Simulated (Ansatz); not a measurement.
The inner images of a band of BCl₂H₃O (7 atoms, charge 0, multiplicity 1) are given out of order.

These are results of Ansatz 0.2.0, RKS LDA/def2-SVP, not measurements.

Initial state:

```xyz
7
Properties=species:S:1:pos:R:3
B 0.095 -0.079 0.105
H 0.015 0.557 1.145
Cl 1.546 0.228 -0.888
Cl -1.484 -0.134 -0.845
O 0.162 -1.632 0.571
H -0.632 -1.968 0.066
H -0.069 -1.660 1.526
```

Final state:

```xyz
7
Properties=species:S:1:pos:R:3
B 0.210 -0.545 -0.766
H -0.534 -0.239 2.614
Cl 1.657 0.173 -1.420
Cl -1.361 0.174 -1.091
O 0.323 -1.653 -0.019
H -0.542 -1.985 0.296
H -0.118 -0.612 2.065
```

Task: Put them in order from the first end to the last, with their energies above the first end.
A.
```xyz
7
Properties=species:S:1:pos:R:3
B 0.075 -0.144 0.049
H 0.000 0.328 1.196
Cl 1.559 0.300 -0.816
Cl -1.497 -0.033 -0.842
O 0.173 -1.710 0.506
H -0.666 -2.127 0.184
H -0.010 -1.302 1.402
```
B.
```xyz
7
Properties=species:S:1:pos:R:3
B 0.094 -0.620 -0.520
H -0.105 0.255 1.966
Cl 1.540 0.321 -0.758
Cl -1.480 0.088 -0.861
O 0.210 -1.889 -0.103
H -0.657 -2.329 -0.002
H 0.033 -0.514 1.957
```
C.
```xyz
7
Properties=species:S:1:pos:R:3
B 0.081 -0.560 -0.281
H -0.019 0.193 1.542
Cl 1.521 0.350 -0.680
Cl -1.503 0.059 -0.763
O 0.208 -1.851 0.118
H -0.668 -2.282 0.151
H 0.014 -0.597 1.592
```
D.
```xyz
7
Properties=species:S:1:pos:R:3
B 0.149 -0.580 -0.658
H -0.327 0.029 2.389
Cl 1.607 0.284 -1.059
Cl -1.422 0.124 -1.011
O 0.256 -1.786 -0.081
H -0.614 -2.191 0.106
H -0.014 -0.569 1.992
```
E.
```xyz
7
Properties=species:S:1:pos:R:3
B 0.070 -0.324 0.000
H 0.000 0.173 1.274
Cl 1.543 0.321 -0.738
Cl -1.505 0.015 -0.787
O 0.181 -1.779 0.422
H -0.668 -2.213 0.182
H 0.013 -0.881 1.326
```

Result: A (+21.2 kJ/mol), E (+74.8 kJ/mol), C (-17.4 kJ/mol), B (-48.2 kJ/mol), D (-49.3 kJ/mol).

Time of the run: 51 s on 1 thread of Intel(R) Xeon(R) 6975P-C (Granite Rapids), with other jobs on the host, peak memory 0.15 GiB.
